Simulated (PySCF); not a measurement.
PySCF input (HF/def2-TZVPD):

```python
from pyscf import gto, scf, dft

mol = gto.M(
    atom='''
    Si   -0.00017859   -0.00176923    0.00259676
    F    -0.41457431   -0.78090391    1.34927694
    N     1.56556629   -0.24238545   -0.60616918
    N    -0.06314190    1.63564781    0.48785915
    N    -1.05812403   -0.67785810   -1.15681422
    H     2.36347928    0.20689203   -0.18870565
    H     1.80921980   -1.08185731   -1.10487868
    H    -0.70889264    1.93491060    1.20015500
    H     0.16235993    2.38050024   -0.15045162
    H    -1.03009065   -0.39215403   -2.12153395
    H    -1.97250920   -1.00321691   -0.88856239
    ''',
    basis='def2-tzvpd',
    charge=0,
    spin=0,
    verbose=4,
)

mf = scf.RHF(mol).density_fit(auxbasis='def2-universal-jkfit')
mf.conv_tol = 1e-9
mf.max_cycle = 100
mf.max_memory = 1500
mf.kernel()
if not mf.converged:
    mf = mf.newton()
    mf.kernel(mf.make_rdm1())
mf.analyze()
```

End of the output:

```
Extra cycle  E= -555.537671419788  delta_E= -8.41e-12  |g|= 2.35e-06  |ddm|= 6.45e-06
converged SCF energy = -555.537671419788
**** SCF Summaries ****
Total Energy =                        -555.537671419788353
Nuclear Repulsion Energy =             263.574323673679032
One-electron Energy =                -1293.180213388281572
Two-electron Energy =                  474.068218294814187
Two-electron Coulomb Energy =          526.784130720679514
DFT Exchange-Correlation Energy =      -52.715912425865326
HOMO-LUMO gap [eV] =                    12.355032217788180
**** MO energy ****
MO #1   energy= -68.8022480160445  occ= 2
MO #2   energy= -26.2571875048554  occ= 2
MO #3   energy= -15.53188276129    occ= 2
MO #4   energy= -15.5284538350925  occ= 2
MO #5   energy= -15.5284447654146  occ= 2
MO #6   energy= -6.14198048814948  occ= 2
MO #7   energy= -4.25115963604415  occ= 2
MO #8   energy= -4.25002259014749  occ= 2
MO #9   energy= -4.24975727545287  occ= 2
MO #10  energy= -1.55864940833663  occ= 2
MO #11  energy= -1.15654469439182  occ= 2
MO #12  energy= -1.12210525684202  occ= 2
MO #13  energy= -1.11722607499036  occ= 2
MO #14  energy= -0.745850940904056 occ= 2
MO #15  energy= -0.677573630508905 occ= 2
MO #16  energy= -0.670593212325938 occ= 2
MO #17  energy= -0.665615205157597 occ= 2
MO #18  energy= -0.643508988693951 occ= 2
MO #19  energy= -0.622680019983664 occ= 2
MO #20  energy= -0.622320738866421 occ= 2
MO #21  energy= -0.565299549720474 occ= 2
MO #22  energy= -0.558812152810702 occ= 2
MO #23  energy= -0.442676447668083 occ= 2
MO #24  energy= -0.418458214352113 occ= 2
MO #25  energy= -0.392840522718413 occ= 2
MO #26  energy= 0.061198540514434  occ= 0
MO #27  energy= 0.101970151395403  occ= 0
MO #28  energy= 0.102212572706524  occ= 0
MO #29  energy= 0.113229722019846  occ= 0
MO #30  energy= 0.133029711199423  occ= 0
MO #31  energy= 0.138865133178959  occ= 0
MO #32  energy= 0.146097376195844  occ= 0
MO #33  energy= 0.163864909141029  occ= 0
MO #34  energy= 0.177464694763812  occ= 0
MO #35  energy= 0.194046932858165  occ= 0
MO #36  energy= 0.199006212171562  occ= 0
MO #37  energy= 0.205009741483807  occ= 0
MO #38  energy= 0.212146251965627  occ= 0
MO #39  energy= 0.219713939266035  occ= 0
MO #40  energy= 0.23460064236789   occ= 0
MO #41  energy= 0.243675835247338  occ= 0
MO #42  energy= 0.253376309954645  occ= 0
MO #43  energy= 0.266785296252728  occ= 0
MO #44  energy= 0.275278352595892  occ= 0
MO #45  energy= 0.28236351290002   occ= 0
MO #46  energy= 0.294379554729256  occ= 0
MO #47  energy= 0.307452300161867  occ= 0
MO #48  energy= 0.323530210734679  occ= 0
MO #49  energy= 0.340712469838683  occ= 0
MO #50  energy= 0.350280361351355  occ= 0
MO #51  energy= 0.353541040711891  occ= 0
MO #52  energy= 0.356891040354368  occ= 0
MO #53  energy= 0.363693082811369  occ= 0
MO #54  energy= 0.374521830826692  occ= 0
MO #55  energy= 0.374859603696464  occ= 0
MO #56  energy= 0.381555982370221  occ= 0
MO #57  energy= 0.384853249382114  occ= 0
MO #58  energy= 0.401330172346571  occ= 0
MO #59  energy= 0.402900825282952  occ= 0
MO #60  energy= 0.413977580707728  occ= 0
MO #61  energy= 0.414110264090603  occ= 0
MO #62  energy= 0.421845448113167  occ= 0
MO #63  energy= 0.440492820466518  occ= 0
MO #64  energy= 0.442374012138473  occ= 0
MO #65  energy= 0.463486614298542  occ= 0
MO #66  energy= 0.479534456967827  occ= 0
MO #67  energy= 0.482725857938321  occ= 0
MO #68  energy= 0.492981763492256  occ= 0
MO #69  energy= 0.507793074270458  occ= 0
MO #70  energy= 0.518800008692439  occ= 0
MO #71  energy= 0.529510542949944  occ= 0
MO #72  energy= 0.541048162028651  occ= 0
MO #73  energy= 0.547333279557185  occ= 0
MO #74  energy= 0.55468038675986   occ= 0
MO #75  energy= 0.576684890224887  occ= 0
MO #76  energy= 0.611318161247817  occ= 0
MO #77  energy= 0.624342048209349  occ= 0
MO #78  energy= 0.636357883429327  occ= 0
MO #79  energy= 0.642991254404736  occ= 0
MO #80  energy= 0.651190480695714  occ= 0
MO #81  energy= 0.700182899490095  occ= 0
MO #82  energy= 0.713438244562961  occ= 0
MO #83  energy= 0.731029712824586  occ= 0
MO #84  energy= 0.73879439509755   occ= 0
MO #85  energy= 0.747013278386764  occ= 0
MO #86  energy= 0.772747444346028  occ= 0
MO #87  energy= 0.779092796661626  occ= 0
MO #88  energy= 0.793915385257407  occ= 0
MO #89  energy= 0.814703659401579  occ= 0
MO #90  energy= 0.827532444712398  occ= 0
MO #91  energy= 0.83754736595016   occ= 0
MO #92  energy= 0.849055509409088  occ= 0
MO #93  energy= 0.854262116223515  occ= 0
MO #94  energy= 0.875942678580358  occ= 0
MO #95  energy= 0.882922693155375  occ= 0
MO #96  energy= 0.910158256823324  occ= 0
MO #97  energy= 0.940195232006767  occ= 0
MO #98  energy= 0.942052992439242  occ= 0
MO #99  energy= 0.942719879267381  occ= 0
MO #100 energy= 0.956437068476646  occ= 0
MO #101 energy= 0.961200794296493  occ= 0
MO #102 energy= 0.978597405483408  occ= 0
MO #103 energy= 0.999130001837684  occ= 0
MO #104 energy= 1.03172901228326   occ= 0
MO #105 energy= 1.06290440861637   occ= 0
MO #106 energy= 1.08925269860929   occ= 0
MO #107 energy= 1.08962205268209   occ= 0
[...]
```
